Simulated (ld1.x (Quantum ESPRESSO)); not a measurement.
What one change does to a pseudopotential (indium (In), PAW)

ld1.x (Quantum ESPRESSO) 7.5 input, shortened:

```
&input
   title='In', zed=49., rel=1, dft='PBESOL', iswitch=3,
   config='[Kr] 4d10 5s2 5p1'
 /
 &inputp
   pseudotype=3, lpaw=.true., tm=.true., lloc=-1, rcloc=1.95,
   nlcc=.true., new_core_ps=.true.,
   which_augfun='PSQ', rmatch_augfun_nc=.true.
 /
6
5S  1  0   2.00   0.00  2.15  2.40  0.0
5S  1  0   0.00   0.05  2.15  2.40  0.0
5P  2  1   1.00   0.00  2.80  3.20  0.0
5P  2  1   0.00   1.25  2.80  3.20  0.0
4D  3  2  10.00   0.00  1.40  1.55  0.0
4D  3  2   0.00   0.10  1.40  1.55  0.0
 &test
   configts(1)='4d10 5s2 5p1'
 /
```

Change: core correction Bessel-smoothed model core inside 1.86 bohr.

Cutoffs: the cutoffs (Ry, on a coarse ladder) from which the occupation-weighted sum of valence levels, in a spherical-Bessel basis at the reference potential, stays within 10 and 1 mRy of its value at 400 Ry; they do not see the model core or the augmentation charge, which bear on the density cutoff. Errors are all-electron minus pseudo energies relative to the spin-unpolarised reference configuration.

Problem. How do hardness, ghosts and transferability respond?

Solution. The potential gets neither clearly harder nor softer (50 Ry and 90 Ry → 50 Ry and 90 Ry); of the 7 tests that both files solve, the error grows in 1 and shrinks in 0 by more than 15 % and 0.3 meV (median size 2.9 → 6.3 meV); neither file shows a bound ghost. The default core radius of the base comes out at 0.68 bohr. A wider model core is smoother and lowers the density cutoff, which this test does not measure.

| quantity | base | changed |
| --- | --- | --- |
| cutoff, loose | 50 Ry | 50 Ry |
| cutoff, tight | 90 Ry | 90 Ry |
| bound ghosts | none | none |
| error for 4d10 5s2 5p0, meV [ΔE 5.36 eV] | -1.4 | -1.5 |
| error for 4d10 5s1 5p0, meV [ΔE 24.64 eV] | -6.2 | -6.3 |
| error for 4d10 5s0 5p0, meV [ΔE 52.90 eV] | -21 | -21 |
| error for 4d10 5s1 5p1, meV [ΔE 12.01 eV] | -2.4 | -2.5 |
| error for 4d9 5s2 5p1, meV [ΔE 25.09 eV] | -2.9 | -10 |
| error for 4d9 5s0 5p0, meV [ΔE 109.27 eV] | -231 | -232 |
| error for 4d10 5s2 5p0.5, meV [ΔE 1.94 eV] | -0.5 | -0.6 |
| s: phases at 3.50 bohr within 0.05 rad from the reference energy up to (Ry; the scan ends near 5) | 1.3 | 1.3 |
| p: phases at 3.50 bohr within 0.05 rad from the reference energy up to (Ry; the scan ends near 5) | 2.3 | 2.3 |
| d: phases at 3.50 bohr within 0.05 rad from the reference energy up to (Ry; the scan ends near 5) | to the end of the scan | to the end of the scan |
| lowest overlap eigenvalue by channel | s 0.31, p 0.42, d 1.00 | s 0.31, p 0.42, d 1.00 |
